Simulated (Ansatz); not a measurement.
Frontier orbitals of B₂FH₄N (`NBBF`).

Cartesian coordinates in Å:
```
N -0.756 0.480 0.970
B -0.036 -0.521 0.333
B 0.741 -0.111 -1.137
F 1.431 -1.007 -1.832
H -1.253 0.351 1.837
H -0.832 1.415 0.603
H -0.009 -1.601 0.856
H 0.714 0.995 -1.632
```

Total charge 0; spin multiplicity 1. Geometry: relaxed with PBE0-D4/def2-TZVP. It is one conformer, not always the lowest. Basis def2-TZVPP, Ansatz.

Wavefunction ionisation energies are left out: the UHF cation lies over 0.3 eV above the hybrids' and is likely on a second state.

```tsv
functional	HOMO (eV)	LUMO (eV)	gap (eV)
PBE	-6.27	-2.70	3.57
BLYP	-6.23	-2.55	3.68
r2SCAN	-6.56	-2.46	4.10
B97M-V	-6.65	-2.53	4.12
PBE0	-7.71	-1.75	5.96
B3LYP	-7.54	-1.96	5.58
r2SCAN0	-7.89	-1.61	6.28
ωB97M-V	-9.99	0.29	10.28
```

Against PBE, PBE0 changes HOMO and LUMO by −1.44 and +0.96 eV, ωB97M-V by −3.71 and +2.99 eV. A gap of 3.57 eV thus becomes 10.28 eV for the same molecule, so an orbital gap means little without its functional. A positive LUMO is unbound and depends on the basis.

B3LYP here is the variant with VWN-RPA as its local correlation; programs differ in this.
